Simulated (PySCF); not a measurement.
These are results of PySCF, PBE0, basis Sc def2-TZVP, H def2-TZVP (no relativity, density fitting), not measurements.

Each entry is the lowest minimum that a search over a few typed start shapes (and spin states, where more than one is plausible) found, or that minimum re-optimised at the stated level; isomers with ligand–ligand bonds, or fragments after loss of a ligand pair, can lie lower. Open shells are unrestricted.

ScH₂ is a doublet of C2v symmetry with Sc–H 1.822 Å (×2); H–Sc–H 120.4°. Its wavenumbers are 507, 1510, 1511 cm⁻¹.

Question: What changes when one electron is removed, giving ScH₂⁺?

Answer: It costs 6.68 eV between the minima (6.72 eV with zero-point energy). ScH₂⁺ is a singlet of C2v symmetry with Sc–H 1.726 Å (×2); H–Sc–H 108.3°; wavenumbers 505, 1736, 1778 cm⁻¹.

Stability towards spin polarisation was not tested.
